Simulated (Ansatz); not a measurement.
Ansatz (a quantum-chemistry and plane-wave program) input (B3LYP-D3(BJ)/def2-TZVP):

Ansatz 0.2 input:
```yaml
crystal:
  periodic: [false, false, false]
  atoms:
    - {symbol: C, position_ang: [2.79689069, 0.10874318, 0.49239640]}
    - {symbol: C, position_ang: [1.93783186, -0.39714014, -0.60924545]}
    - {symbol: C, position_ang: [0.59478421, 0.18722853, -0.87227155]}
    - {symbol: C, position_ang: [-0.47989701, -0.25555757, 0.14412279]}
    - {symbol: C, position_ang: [-1.84026851, 0.35960568, -0.14883630]}
    - {symbol: O, position_ang: [-2.82835671, 0.01505402, 0.81672645]}
    - {symbol: H, position_ang: [3.83713715, -0.19879892, 0.37164184]}
    - {symbol: H, position_ang: [2.47174976, -0.26083583, 1.47759444]}
    - {symbol: H, position_ang: [2.76714374, 1.20157876, 0.55168423]}
    - {symbol: H, position_ang: [2.19185876, -1.34195939, -1.07523458]}
    - {symbol: H, position_ang: [0.25766832, -0.08216417, -1.87779956]}
    - {symbol: H, position_ang: [0.65701252, 1.28235898, -0.84231055]}
    - {symbol: H, position_ang: [-0.17577421, 0.02478242, 1.15539527]}
    - {symbol: H, position_ang: [-0.56177293, -1.34810652, 0.12683045]}
    - {symbol: H, position_ang: [-2.16937533, 0.07937540, -1.15832667]}
    - {symbol: H, position_ang: [-1.77387591, 1.44882684, -0.11973230]}
    - {symbol: H, position_ang: [-2.93096570, -0.94276774, 0.81945068]}
basis:
  gaussian:
    orbitals: def2-TZVP
hamiltonian:
  xc: b3lyp
  dispersion: d3bj
magnetization: {spin_polarized: true, initial_magnetization: 1}
phonons: {temperatures: {t_min: 298.15, t_max: 298.15, t_step: 100}}
```

Output:

```
Functional definition: B3LYP
integrals: 0.18 GiB planned
1535 factors; their error is unknown
0.32 GiB of the device are held for the grids
1.46 GiB of device memory are held for the factors and their scratch space
mean field: 1.68 GiB planned
mean field evaluation 1: about -7398.1847 eV, gradient 5.8e1 eV
mean field evaluation 2: about -7387.5458 eV, gradient 7.5e1 eV
mean field evaluation 4: about -7413.0784 eV, gradient 4.6e0 eV
mean field evaluation 8: about -7413.1581 eV, gradient 8.4e-2 eV
mean field evaluation 16: about -7413.1227 eV, gradient 5.8e-4 eV
mean field -7413.12267163 eV, -272.4272333874 hartree, gradient 3.2e-5 eV, S^2 0.754131; 0 other end points of the search recorded, 0 dependent functions left out
the calculation of the forces begins
reference -7413.12299520 eV, -272.4272452783 hartree; 25, 24 occupied and 227, 228 virtual orbitals, 1535 factors
these checks for a lower state are left out or cut short: stability, starts, cluster_reference, orbital_swaps, neighbouring_geometries, increment
integrals: 0.18 GiB planned
1535 factors; their error is unknown
0.32 GiB of the device are held for the grids
1.46 GiB of device memory are held for the factors and their scratch space
mean field: 1.68 GiB planned
mean field -7413.12257402 eV, -272.4272298002 hartree, gradient 2.7e-6 eV, S^2 0.754135; 0 other end points of the search recorded, 0 dependent functions left out
the calculation of the forces begins
reference -7413.12289750 eV, -272.4272416880 hartree; 25, 24 occupied and 227, 228 virtual orbitals, 1535 factors
these checks for a lower state are left out or cut short: stability, starts, cluster_reference, orbital_swaps, neighbouring_geometries, increment
integrals: 0.18 GiB planned
1535 factors; their error is unknown
0.32 GiB of the device are held for the grids
1.46 GiB of device memory are held for the factors and their scratch space
mean field: 1.69 GiB planned
mean field evaluation 32: about -7413.1224 eV, gradient 7.1e-3 eV
mean field -7413.12244481 eV, -272.4272250519 hartree, gradient 2.7e-6 eV, S^2 0.754126; 0 other end points of the search recorded, 0 dependent functions left out
the calculation of the forces begins
reference -7413.12276846 eV, -272.4272369457 hartree; 25, 24 occupied and 227, 228 virtual orbitals, 1535 factors
these checks for a lower state are left out or cut short: stability, starts, cluster_reference, orbital_swaps, neighbouring_geometries, increment
integrals: 0.18 GiB planned
1535 factors; their error is unknown
0.32 GiB of the device are held for the grids
1.46 GiB of device memory are held for the factors and their scratch space
mean field: 1.69 GiB planned
mean field -7413.12251689 eV, -272.4272277006 hartree, gradient 2.7e-6 eV, S^2 0.754134; 0 other end points of the search recorded, 0 dependent functions left out
the calculation of the forces begins
reference -7413.12284039 eV, -272.4272395893 hartree; 25, 24 occupied and 227, 228 virtual orbitals, 1535 factors
these checks for a lower state are left out or cut short: stability, starts, cluster_reference, orbital_swaps, neighbouring_geometries, increment
integrals: 0.18 GiB planned
1535 factors; their error is unknown
0.32 GiB of the device are held for the grids
1.46 GiB of device memory are held for the factors and their scratch space
mean field: 1.69 GiB planned
mean field -7413.12250629 eV, -272.4272273114 hartree, gradient 2.7e-6 eV, S^2 0.754127; 0 other end points of the search recorded, 0 dependent functions left out
[...]
reference -7413.12300241 eV, -272.4272455433 hartree; 25, 24 occupied and 227, 228 virtual orbitals, 1535 factors
these checks for a lower state are left out or cut short: stability, starts, cluster_reference, orbital_swaps, neighbouring_geometries, increment
integrals: 0.18 GiB planned
1535 factors; their error is unknown
0.32 GiB of the device are held for the grids
1.46 GiB of device memory are held for the factors and their scratch space
mean field: 1.69 GiB planned
mean field -7413.12259473 eV, -272.4272305613 hartree, gradient 2.7e-6 eV, S^2 0.754131; 0 other end points of the search recorded, 0 dependent functions left out
the calculation of the forces begins
reference -7413.12291835 eV, -272.4272424541 hartree; 25, 24 occupied and 227, 228 virtual orbitals, 1535 factors
these checks for a lower state are left out or cut short: stability, starts, cluster_reference, orbital_swaps, neighbouring_geometries, increment
integrals: 0.18 GiB planned
1535 factors; their error is unknown
0.32 GiB of the device are held for the grids
1.46 GiB of device memory are held for the factors and their scratch space
mean field: 1.69 GiB planned
mean field evaluation 672: about -7413.1511 eV, gradient 4.9e-1 eV
mean field -7413.12254685 eV, -272.4272288017 hartree, gradient 2.6e-6 eV, S^2 0.754131; 0 other end points of the search recorded, 0 dependent functions left out
the calculation of the forces begins
reference -7413.12287036 eV, -272.4272406905 hartree; 25, 24 occupied and 227, 228 virtual orbitals, 1535 factors
these checks for a lower state are left out or cut short: stability, starts, cluster_reference, orbital_swaps, neighbouring_geometries, increment
integrals: 0.18 GiB planned
1535 factors; their error is unknown
0.32 GiB of the device are held for the grids
1.46 GiB of device memory are held for the factors and their scratch space
mean field: 1.68 GiB planned
mean field -7413.12265646 eV, -272.4272328300 hartree, gradient 2.7e-6 eV, S^2 0.754131; 0 other end points of the search recorded, 0 dependent functions left out
the calculation of the forces begins
reference -7413.12298000 eV, -272.4272447199 hartree; 25, 24 occupied and 227, 228 virtual orbitals, 1535 factors
these checks for a lower state are left out or cut short: stability, starts, cluster_reference, orbital_swaps, neighbouring_geometries, increment
integrals: 0.18 GiB planned
1535 factors; their error is unknown
0.32 GiB of the device are held for the grids
1.46 GiB of device memory are held for the factors and their scratch space
mean field: 1.69 GiB planned
mean field -7413.12265269 eV, -272.4272326914 hartree, gradient 2.7e-6 eV, S^2 0.754131; 0 other end points of the search recorded, 0 dependent functions left out
the calculation of the forces begins
reference -7413.12297628 eV, -272.4272445831 hartree; 25, 24 occupied and 227, 228 virtual orbitals, 1535 factors
these checks for a lower state are left out or cut short: stability, starts, cluster_reference, orbital_swaps, neighbouring_geometries, increment
integrals: 0.18 GiB planned
1535 factors; their error is unknown
0.32 GiB of the device are held for the grids
1.46 GiB of device memory are held for the factors and their scratch space
mean field: 1.69 GiB planned
mean field -7413.12263343 eV, -272.4272319834 hartree, gradient 2.7e-6 eV, S^2 0.754131; 0 other end points of the search recorded, 0 dependent functions left out
the calculation of the forces begins
reference -7413.12295696 eV, -272.4272438730 hartree; 25, 24 occupied and 227, 228 virtual orbitals, 1535 factors
these checks for a lower state are left out or cut short: stability, starts, cluster_reference, orbital_swaps, neighbouring_geometries, increment
integrals: 0.18 GiB planned
1535 factors; their error is unknown
0.32 GiB of the device are held for the grids
1.46 GiB of device memory are held for the factors and their scratch space
mean field: 1.69 GiB planned
mean field evaluation 704: about -7413.1227 eV, gradient 7.1e-3 eV
mean field -7413.12268900 eV, -272.4272340255 hartree, gradient 2.7e-6 eV, S^2 0.754131; 0 other end points of the search recorded, 0 dependent functions left out
the calculation of the forces begins
reference -7413.12301259 eV, -272.4272459176 hartree; 25, 24 occupied and 227, 228 virtual orbitals, 1535 factors
these checks for a lower state are left out or cut short: stability, starts, cluster_reference, orbital_swaps, neighbouring_geometries, increment
integrals: 0.18 GiB planned
1535 factors; their error is unknown
0.32 GiB of the device are held for the grids
1.46 GiB of device memory are held for the factors and their scratch space
mean field: 1.69 GiB planned
mean field -7413.12250585 eV, -272.4272272949 hartree, gradient 2.6e-6 eV, S^2 0.754131; 0 other end points of the search recorded, 0 dependent functions left out
the calculation of the forces begins
reference -7413.12282941 eV, -272.4272391859 hartree; 25, 24 occupied and 227, 228 virtual orbitals, 1535 factors
these checks for a lower state are left out or cut short: stability, starts, cluster_reference, orbital_swaps, neighbouring_geometries, increment
integrals: 0.18 GiB planned
1535 factors; their error is unknown
0.32 GiB of the device are held for the grids
1.46 GiB of device memory are held for the factors and their scratch space
mean field: 1.69 GiB planned
mean field -7413.12252723 eV, -272.4272280807 hartree, gradient 2.7e-6 eV, S^2 0.754131; 0 other end points of the search recorded, 0 dependent functions left out
the calculation of the forces begins
reference -7413.12285079 eV, -272.4272399713 hartree; 25, 24 occupied and 227, 228 virtual orbitals, 1535 factors
these checks for a lower state are left out or cut short: stability, starts, cluster_reference, orbital_swaps, neighbouring_geometries, increment
integrals: 0.18 GiB planned
1535 factors; their error is unknown
0.32 GiB of the device are held for the grids
1.46 GiB of device memory are held for the factors and their scratch space
mean field: 1.69 GiB planned
mean field -7413.12267399 eV, -272.4272334741 hartree, gradient 2.7e-6 eV, S^2 0.754131; 0 other end points of the search recorded, 0 dependent functions left out
the calculation of the forces begins
reference -7413.12299757 eV, -272.4272453654 hartree; 25, 24 occupied and 227, 228 virtual orbitals, 1535 factors
these checks for a lower state are left out or cut short: stability, starts, cluster_reference, orbital_swaps, neighbouring_geometries, increment
integrals: 0.18 GiB planned
1535 factors; their error is unknown
0.32 GiB of the device are held for the grids
1.46 GiB of device memory are held for the factors and their scratch space
mean field: 1.69 GiB planned
mean field -7413.12265145 eV, -272.4272326458 hartree, gradient 2.7e-6 eV, S^2 0.754131; 0 other end points of the search recorded, 0 dependent functions left out
the calculation of the forces begins
reference -7413.12297500 eV, -272.4272445361 hartree; 25, 24 occupied and 227, 228 virtual orbitals, 1535 factors
Total energy: -7413.67763660 eV, -272.4476279737 hartree
Atom 0 at     2.796891     0.108743     0.492396 Å, force    -0.000371     0.000797    -0.000450 eV/Å
Atom 1 at     1.937832    -0.397140    -0.609245 Å, force     0.000115     0.001058     0.000911 eV/Å
Atom 2 at     0.594784     0.187229    -0.872272 Å, force    -0.000063    -0.000351    -0.000103 eV/Å
Atom 3 at    -0.479897    -0.255558     0.144123 Å, force     0.000556     0.000169    -0.000665 eV/Å
Atom 4 at    -1.840269     0.359606    -0.148836 Å, force    -0.000731    -0.000282     0.001014 eV/Å
Atom 5 at    -2.828357     0.015054     0.816726 Å, force     0.000265    -0.000229    -0.000725 eV/Å
Atom 6 at     3.837137    -0.198799     0.371642 Å, force     0.000312    -0.000077     0.000218 eV/Å
Atom 7 at     2.471750    -0.260836     1.477594 Å, force     0.000245    -0.000126    -0.000079 eV/Å
Atom 8 at     2.767144     1.201579     0.551684 Å, force    -0.000112    -0.001009    -0.000220 eV/Å
Atom 9 at     2.191859    -1.341959    -1.075235 Å, force     0.000039    -0.000308    -0.000143 eV/Å
Atom 10 at     0.257668    -0.082164    -1.877800 Å, force     0.000028     0.000007     0.000382 eV/Å
Atom 11 at     0.657013     1.282359    -0.842311 Å, force     0.000062    -0.000114    -0.000087 eV/Å
Atom 12 at    -0.175774     0.024782     1.155395 Å, force    -0.000160    -0.000238    -0.000675 eV/Å
Atom 13 at    -0.561773    -1.348107     0.126830 Å, force    -0.000133     0.000354     0.000214 eV/Å
Atom 14 at    -2.169375     0.079375    -1.158327 Å, force     0.000262     0.000130     0.000126 eV/Å
Atom 15 at    -1.773876     1.448827    -0.119732 Å, force     0.000002    -0.000145     0.000090 eV/Å
Atom 16 at    -2.930966    -0.942768     0.819451 Å, force    -0.000317     0.000363     0.000192 eV/Å
Dipole moment:     0.179341    -0.231899    -0.137903 e Å
Vibrations: 49.77 86.14 104.74 130.46 184.20 287.51 300.56 404.07 436.30 501.94 757.73 850.84 898.61 982.92 989.02 1007.78 1030.46 1068.03 1125.01 1151.99 1196.73 1267.66 1293.84 1325.61 1349.76 1380.65 1389.17 1411.98 1418.58 1470.98 1482.90 1485.35 1494.98 1516.30 2943.19 2980.21 2988.86 3011.79 3025.64 3035.97 3061.85 3080.53 3083.52 3162.68 3796.42 cm⁻¹, zero-point energy 4.091677 eV
```

It need not be the lowest isomer of its formula.
